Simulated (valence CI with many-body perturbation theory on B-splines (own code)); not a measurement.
The numbers below are computed, except where a source is named.
## Hyperfine factors and g values of Co XXI

Method: valence CI with perturbative core correlation (CI+MBPT): five valence electrons over a frozen Dirac-Fock core [He], a basis of 9 s, 9 p, 8 d, 6 f, 3 g, 1 h functions for each j, with the one-electron correlation potential Σ1, the two-electron term Σ2, the three-electron term Σ3, Breit, model QED; selected CI, second order for the rest (own B-spline code, finite nucleus).

No measured levels were compared; by estimate levels of excited configurations hold to 0.05 to 0.15 % of their energy, terms of the ground configuration to about 0.5 %. Among the levels kept, up to 2100 cm⁻¹ of a level comes from second order outside the variational space, and about a tenth of that is noise between levels of different J, which matters for small intervals.

A/g_I is the dipole constant over the nuclear g factor μ/I (μ in nuclear magnetons, uniformly magnetised nucleus), B/Q the quadrupole constant per barn. Both hold the static response of the core; the bare values leave it out. Large factors of s and p1/2 electrons are usually good to 5 to 10 %; those of open d and f shells near neutrality can be off by tens of per cent, and small factors of p3/2, d and f electrons come from cancelling terms and can be off by a factor of two or in sign, in half-filled shells by more. B is blank for J = 1/2, where it vanishes, and for nearly pure S terms. Energies count from the lowest level.

Names give the largest LS component (configuration and term), which can be under half, so a name can repeat, a term be missing and a line seem to break the LS rules; names also repeat where a configuration has a term twice. Letters in brackets count levels of one name in rising energy.

```csv
Level,E (eV),g,A/g_I (MHz),A/g_I bare,B/Q (MHz/b),B/Q bare
2s²2p³ ⁴S°_3/2,0.0,1.876,7770,12000,9050,9100
2s²2p³ ²D°_3/2,18.3,1.016,24800,25200,54700,55000
2s²2p³ ²D°_5/2,23.8,1.196,58100,59000,-468,-470
2s²2p³ ²P°_1/2,34.8,0.660,167000,164000,,
2s²2p³ ²P°_3/2,44.6,1.231,33300,34500,-64400,-64700
2s2p⁴ ⁴P_5/2,99.1,1.583,130000,130000,52200,52400
2s2p⁴ ⁴P_3/2,109.1,1.712,103000,104000,-45400,-45600
2s2p⁴ ⁴P_1/2,112.0,2.622,280000,279000,,
2s2p⁴ ²D_3/2,137.4,0.850,-34000,-31500,-71600,-71900
2s2p⁴ ²D_5/2,140.0,1.211,158000,155000,-109000,-110000
2s2p⁴ ²S_1/2,157.3,1.672,324000,316000,,
2s2p⁴ ²P_3/2,163.5,1.295,3550,7340,48400,48600
2s2p⁴ ²P_1/2,178.0,1.032,279000,270000,,
2p⁵ ²P°_3/2,256.7,1.330,27600,30500,-55500,-55700
2p⁵ ²P°_1/2,272.5,0.660,167000,164000,,
2s²2p²3s ⁴P_1/2,970.3,2.308,126000,125000,,
2s²2p²3s ⁴P_3/2,980.5,1.704,39000,40200,41100,41200
2s²2p²3s ²P_1/2,984.3,1.037,-34200,-31400,,
2s²2p²3s ⁴P_5/2,986.3,1.503,72400,73200,-19100,-19100
2s²2p²3s ²P_3/2,990.1,1.151,49900,51900,-7870,-7900
2s²2p²3p ⁴D°_1/2,996.5,0.729,44800,44500,,
2s²2p²3p ⁴D°_3/2 [a],1003.0,1.330,9060,9870,17100,17200
2s²2p²3s ²D_5/2,1005.0,1.291,63500,63500,76900,77200
2s²2p²3p ²S°_1/2,1006.3,1.439,-16200,-12900,,
2s²2p²3s ²D_3/2,1006.5,1.000,19000,20700,36600,36700
2s²2p²3p ⁴D°_3/2 [b],1010.0,1.247,39800,41000,-13800,-13800
2s²2p²3p ⁴D°_5/2,1011.9,1.376,12500,13900,35600,35800
2s²2p²3p ⁴P°_1/2,1013.6,2.210,-39500,-35300,,
2s²2p²3p ⁴P°_5/2,1014.1,1.346,42400,43700,6740,6780
2s²2p²3p ²D°_3/2 [a],1016.0,1.182,41900,42100,-30400,-30500
2s²2p²3p ⁴D°_7/2,1017.7,1.366,35000,36300,-7560,-7600
2s²2p²3p ⁴S°_3/2,1020.5,1.794,40400,43000,8340,8380
2s²2p²3s ²S_1/2,1022.3,1.986,142000,139000,,
2s²2p²3p ²P°_3/2 [a],1023.5,1.304,22800,24700,19600,19600
2s²2p²3p ²F°_5/2 [a],1024.6,1.225,43600,44500,6120,6150
2s²2p²3p ²P°_1/2 [a],1027.7,0.858,103000,102000,,
2s²2p²3d ⁴F_3/2,1033.5,0.680,8970,8380,-322,-278
2s²2p²3p ²F°_5/2 [b],1035.0,1.201,48400,48700,38800,39000
2s2p³3s ⁶S°_5/2,1036.1,1.867,121000,121000,6270,6300
2s²2p²3d ⁴F_5/2 [a],1036.8,1.169,1560,1690,5080,5160
```

**Question.** Take the isotope of mass number 59, with I = 7/2, μ = 4.615 μN and Q = 0.42 b. What is the hyperfine structure of 2s²2p³ ²D°_3/2?

**Answer.** From the table A = 32800 MHz, B = 23000 MHz. Shifts from the centre of gravity in MHz: F = 2: -209000, F = 3: -127000, F = 4: -2480, F = 5: 178000.
